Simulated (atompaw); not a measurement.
## Logarithmic derivatives: I, PAW (atompaw)

```
Element                 : iodine
Generator               : atompaw 4.2.0.5
Type                    : PAW
Functional              : PBEsol
Relativity              : scalar-relativistic
Frozen core             : [Kr]
Valence charge          : 17
Reference configuration : 4d10 5s2 5p4.5 (charge +0.5)
Partial waves           : 5s (bound): rc 1.65 bohr; 5s channel at 2.45 Ry: rc 1.65 bohr; 5p (bound): rc 1.65 bohr; 5p channel at 2.1 Ry: rc 1.65 bohr; 4d (bound): rc 1.65 bohr; 4d channel at -1.05 Ry: rc 1.05 bohr
Local potential         : bessel scheme, radius 1.60 bohr
Core correction         : smooth core density matched at 1.15 bohr
Augmentation charge     : besselshape compensation charge, radius 1.20 bohr; PAW radius 1.65 bohr; waves and projectors: custom rrkj gramschmidtortho
```

The phase is arctan(r·u′/u) with u = r·R(r), unwrapped; energies in Ry, scanned from -6 to 5 Ry. A pole is an energy at which the radial function vanishes at the test radius. The pseudo phase is shifted by a multiple of π to meet the all-electron one at the reference energy, and phase errors are pseudo minus all-electron; the curves can meet again beyond the range given. Levels narrower than the energy grid can be missing from the lists of poles.

Question: For each channel, where are the poles, and over which energies does the pseudopotential scatter like the atom?

Answer:

| channel | radius (bohr) | reference energy (Ry) | poles, all-electron | poles, pseudo | unbroken range about the reference energy with phases within 0.05 rad | phase error 1 Ry above the reference energy (rad) |
| --- | --- | --- | --- | --- | --- | --- |
| s | 1.66 | -1.60 | none | none | the whole range | -0.000 |
| p | 1.66 | -0.82 | none | 2.34 | below 2.3 | -0.002 |
| d | 1.66 | -4.03 | -3.42 | -3.42 | below 3.6 | +0.000 |

Phases in the s channel:

| E (Ry) | all-electron | pseudo |
| --- | --- | --- |
| -6.00 | 1.227 | 1.223 |
| -5.76 | 1.214 | 1.210 |
| -5.52 | 1.199 | 1.196 |
| -5.28 | 1.183 | 1.180 |
| -5.04 | 1.165 | 1.163 |
| -4.80 | 1.145 | 1.143 |
| -4.56 | 1.123 | 1.121 |
| -4.32 | 1.097 | 1.095 |
| -4.08 | 1.068 | 1.066 |
| -3.84 | 1.034 | 1.032 |
| -3.60 | 0.995 | 0.993 |
| -3.36 | 0.948 | 0.947 |
| -3.12 | 0.893 | 0.892 |
| -2.88 | 0.826 | 0.825 |
| -2.64 | 0.745 | 0.744 |
| -2.40 | 0.645 | 0.645 |
| -2.16 | 0.523 | 0.523 |
| -1.92 | 0.374 | 0.374 |
| -1.68 | 0.198 | 0.197 |
| -1.44 | -0.002 | -0.002 |
| -1.20 | -0.210 | -0.211 |
| -0.96 | -0.412 | -0.412 |
| -0.72 | -0.592 | -0.593 |
| -0.48 | -0.745 | -0.745 |
| -0.24 | -0.871 | -0.871 |
| 0.00 | -0.974 | -0.974 |
| 0.24 | -1.057 | -1.058 |
| 0.48 | -1.126 | -1.126 |
| 0.72 | -1.183 | -1.183 |
| 0.96 | -1.231 | -1.231 |
| 1.20 | -1.272 | -1.272 |
| 1.44 | -1.307 | -1.307 |
| 1.68 | -1.337 | -1.337 |
| 1.92 | -1.363 | -1.363 |
| 2.16 | -1.387 | -1.387 |
| 2.40 | -1.408 | -1.408 |
| 2.64 | -1.427 | -1.427 |
| 2.88 | -1.444 | -1.444 |
| 3.12 | -1.459 | -1.459 |
| 3.36 | -1.473 | -1.473 |
| 3.60 | -1.486 | -1.486 |
| 3.84 | -1.498 | -1.499 |
| 4.08 | -1.509 | -1.510 |
| 4.32 | -1.520 | -1.521 |
| 4.56 | -1.530 | -1.532 |
| 4.80 | -1.539 | -1.542 |
